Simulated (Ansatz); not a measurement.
Job for Ansatz (a program for electronic structure): R-B3LYP/def2-TZVPP on BF2GeH3 (SMILES F[B](F)[GeH3]), a point of a torsion scan.

Ansatz 0.2 input:
```yaml
crystal:
  periodic: [false, false, false]
  atoms:
    - {symbol: F, position_ang: [1.85866535, -1.22562785, 0.02308282]}
    - {symbol: B, position_ang: [1.19957299, -0.08966684, 0.00117766]}
    - {symbol: F, position_ang: [1.97772055, 0.96850339, -0.02687835]}
    - {symbol: Ge, position_ang: [-0.81416700, 0.03076256, 0.00971100]}
    - {symbol: H, position_ang: [-1.50341811, -1.28738804, 0.04326875]}
    - {symbol: H, position_ang: [-1.35499658, 0.79409028, 1.16895806]}
    - {symbol: H, position_ang: [-1.36800016, 0.74136902, -1.17658865]}
basis:
  gaussian:
    orbitals: def2-TZVPP
hamiltonian:
  xc: {name: B3LYP}
scf: {lower_state_search: off}
```

Output:

```
WARN ansatz: RAYON_NUM_THREADS=1 ignored (pool sized by the plan → 1); use --threads N
Functional definition: B3LYP
these checks for a lower state are left out or cut short: stability, starts, cluster_reference, orbital_swaps, neighbouring_geometries, increment
integrals: 0.09 GiB planned
1047 factors; their error is unknown
mean field: 0.82 GiB planned
mean field evaluation 1: about -62681.4832 eV, gradient 4.4e1 eV
mean field evaluation 2: about -62678.7645 eV, gradient 6.5e1 eV
mean field evaluation 4: about -62683.8795 eV, gradient 1.1e0 eV
mean field evaluation 8: about -62684.1167 eV, gradient 1.7e-2 eV
mean field evaluation 16: about -62684.1167 eV, gradient 2.7e-6 eV
mean field -62684.11668168 eV, -2303.5987992313 hartree, gradient 2.7e-6 eV, S^2 0.000000; 0 other end points of the search recorded, 0 dependent functions left out
reference -62684.11693216 eV, -2303.5988084364 hartree; 29, 29 occupied and 154, 154 virtual orbitals, 1047 factors
Total energy: -62684.11693216 eV, -2303.5988084364 hartree
Checks for a lower state left out: stability, starts, cluster_reference, orbital_swaps, neighbouring_geometries, increment
```

The run converged.

Cost: about 3.0 core-seconds (a rough figure).
